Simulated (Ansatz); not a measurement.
`N[Si](O)(F)Cl` + HCl → `O[Si](F)(Cl)Cl` + NH₃ at 500 K and 1 bar (ligand exchange at the Si–N bond).

Isolated molecules relaxed with PBE0-D4/def2-TZVP in Ansatz; ΔE leaves out vibrations. CCSD(T)/CBS is the MP2 limit (def2-TZVPP, def2-QZVPP) plus CCSD(T) − MP2 in def2-TZVPP, frozen cores. This one scheme is used for every species. One conformer a species, not always the lowest.

| species | CCSD(T)/CBS energy (Eh) | H − E (kJ/mol) | S (J/(mol·K)) |
| --- | --- | --- | --- |
| `N[Si](O)(F)Cl` | -980.55564 | 165.1 | 399.2 |
| HCl | -460.38127 | 32.5 | 201.9 |
| `O[Si](F)(Cl)Cl` | -1384.43664 | 95.1 | 392.9 |
| NH₃ | -56.50880 | 108.2 | 211.8 |

H − E and S are ideal-gas, rigid-rotor, harmonic terms from PBE0-D4/def2-TZVP, for one conformer and one mirror image of each species. 1 Eh = 2625.50 kJ/mol, R = 8.31446 J/(mol·K).

Task: By hand: ΔE, ΔH, ΔS and ΔG.

Result: ΔE = (-1384.43664) + (-56.50880) − (-980.55564) − (-460.38127) = -0.00853 Eh = -22.4 kJ/mol. Δ(H − E) = 95.1 + 108.2 − 165.1 − 32.5 = 5.7, so ΔH = -16.7 kJ/mol. ΔS = 392.9 + 211.8 − 399.2 − 201.9 = 3.6 J/(mol·K). ΔG = -16.7 − 500 × (3.6)/1000 = -18.5 kJ/mol.

Task: By hand: the equilibrium constant, and the temperature at which ΔG would vanish if ΔH and ΔS stayed fixed.

Result: log₁₀ K = −ΔG/(RT ln 10) = 1.9. ΔH and −TΔS have one sign here, so there is no such temperature.

The number of gas molecules stays the same, so ΔS is small and ΔH decides. A doubt of 5 kJ/mol in ΔE shifts log₁₀ K by 0.5 here. Other conformers and mirror images would add mixing entropy, several J/(mol·K) or more a flexible species. These are equilibria of isolated gas molecules and say nothing of rates. Largest T1 diagnostic: 0.010 (customary marks: 0.02 for closed shells, 0.045 for open ones).

ΔS is within the doubt of such terms, so its sign, and with it that verdict, could turn.
